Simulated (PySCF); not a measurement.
## Unknown compound

An unknown has the formula C5H6F5P. Its calculated NMR data are:

¹H NMR (500 MHz, computed): δ 9.20 (m, 1H), 3.38 (m, 2H), 1.22 (t, 3H).

¹³C{¹H} NMR (computed): δ 217.4 (CH), 129.1 (C), 128.0 (C), 34.7 (CH2), 17.1 (CH3).

Fast rotation and ring inversion assumed for equivalent nuclei, in vacuum, one computed conformer, non-relativistic Hamiltonian. NMR shieldings at PBE0/pcSseg-1/GIAO; coordinates at the GFN2-xTB level; PySCF 2.14.

Shifts are taken against calculated references (same method and geometry level): TMS for ¹H and ¹³C.

Task: Deduce the structure.

Result: 
- 5 carbon signals for 5 carbons: no two carbons are equivalent.
- Carbon types of the structure: 2 × C, 1 × CH, 1 × CH2, 1 × CH3, which accounts for all hydrogens.
- δC 217.4: carbon double-bonded to a heavier main-group atom.
- δC 129.1: CF3 carbon; 3 electronegative neighbours deshield it.
- δC 128.0: fully substituted sp3 carbon bonded to 2 F and P; 2 electronegative neighbours deshield it.
- δC 34.7: sp3 CH2; a saturated carbon with 2 carbon neighbours and no heteroatom attached.
- δC 17.1: methyl carbon; aliphatic region, no heteroatom directly attached.
- δH 9.20: hydrogen on a carbon double-bonded to a heavier main-group atom.
- δH 1.22: hydrogen on a methyl carbon.

Structure: `CC/C=P\C(F)(F)C(F)(F)F`.

The shifts were computed for this structure.

Splittings by ¹⁹F and ³¹P in the carbon and heteronuclear signals aren't shown, as no couplings were computed. Shifts are as computed. Against solution values, carbons near 30 ppm lie about +3 ppm off and those near 130 ppm about +5 ppm. Of 1211 compounds with measured shifts, 218 miss one by over three times the rms of a fit or turn the order of signals round; such compounds aren't used in these exercises. No couplings were computed; multiplicities are counted from neighbouring protons, with m where these are inequivalent, close in shift, in a saturated or five-membered ring or joined by F or P, and br s for small geminal =CH2 splittings.
